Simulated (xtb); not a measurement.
Al(Me)2(H) (C2H7Al), SMILES [CH3][AlH][CH3]. All values are semi-empirical tight-binding results from xtb (GFN2-xTB unless named), good for trends rather than for accurate numbers. The structure is a stationary point at GFN2-xTB. The isomer is the one that the SMILES or the coordinates give; other isomers of the formula were not compared.

Optimised geometry:

```xyz
10

Al     0.3604    -0.0997    -0.2856
C     -0.5470    -1.6657     0.5413
H     -0.1863    -2.6037     0.1006
H     -1.6355    -1.6550     0.4094
H     -0.3764    -1.7463     1.6212
C     -0.0569     1.8329    -0.0622
H      0.7254     2.4560    -0.5135
H     -0.1378     2.1410     0.9870
H     -0.9999     2.1304    -0.5359
H      1.5486    -0.4291    -1.2305
```

For metal compounds this method's bond lengths and energies can be far off.

Computed properties:
* **point group as xtb finds it**: C2
* **orbital gap**: 4.80 eV
* **zero-point energy**: 46.0 kcal/mol
* **G − E(el) at 298.15 K (modified RRHO)**: 27.9 kcal/mol

Computed atomic charges and the Wiberg bond orders between heavy atoms:
charges (e) Al1 0.29, C2 -0.22, H3 0.06, H4 0.05, H5 0.05, C6 -0.22, H7 0.06, H8 0.05, H9 0.05, H10 -0.17. Bond orders Al1–C2 1.06, Al1–C6 1.06.
